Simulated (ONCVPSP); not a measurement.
**Ag: excitation energies, all-electron against ONCV**

```
Element                 : Ag (Z = 47)
Generator               : ONCVPSP 4.0.1
Type                    : optimised norm-conserving Vanderbilt (ONCV)
Functional              : PBEsol
Relativity              : fully relativistic
Frozen core             : [Ar] 3d10 4s2
Valence charge          : 17
Reference configuration : 4p6 4d10 5s1
Partial waves           : 5s: rc 2.65 bohr, ncon 4, nbas 8, qcut 2.4 1/bohr, 2 projectors, debl 2 Ha; 4p: rc 1.45 bohr, ncon 3, nbas 8, qcut 8.8 1/bohr, 2 projectors, debl 5.15 Ha; 4d: rc 1.35 bohr, ncon 4, nbas 9, qcut 7.6 1/bohr, local; f scattering state at 0.44 Ha: rc 2.90 bohr, ncon 4, nbas 7, qcut 3.8 1/bohr, 2 projectors, debl 4 Ha
Local potential         : the d channel
Core correction         : none
```

Open shells are filled in proportion to 2j + 1.

Energies are relative to the spin-unpolarised reference configuration 4p6 4d10 5s1; without spin polarisation the order of configurations can differ from experiment. The d channel is local and has no spin–orbit splitting in the pseudo-atom.

(1) Give the all-electron excitation energy and the error of the potential for: 4p6 4d10 5s0; 4p6 4d9 5s0; 4p6 4d8 5s0; 4p6 4d9 5s1 5p1.

Levels in the configuration 4p6 4d10 5s0:

```csv
level,all-electron (eV),pseudo (eV)
4p j=3/2,-65.150,-65.131
4p j=1/2,-70.247,-70.223
4d j=5/2,-15.418,-15.652
4d j=3/2,-15.986,-15.652
```

Note: ghosts flagged at negative energy: s at -46.7 eV; GHOST(+) flags only above 600 eV. A true bound ghost makes a file unfit for plane-wave use. The potential misses its own reference levels by up to 0.3 eV.

## Answers

(1)

| valence configuration | charge | ΔE all-electron (eV) | error AE − PS (meV) |
| --- | --- | --- | --- |
| 4p6 4d10 5s0 | +1 | 7.748 | -6.6 |
| 4p6 4d9 5s0 | +2 | 29.863 | -17 |
| 4p6 4d8 5s0 | +3 | 66.043 | -38 |
| 4p6 4d9 5s1 5p1 | 0 | 8.602 | +0.5 |
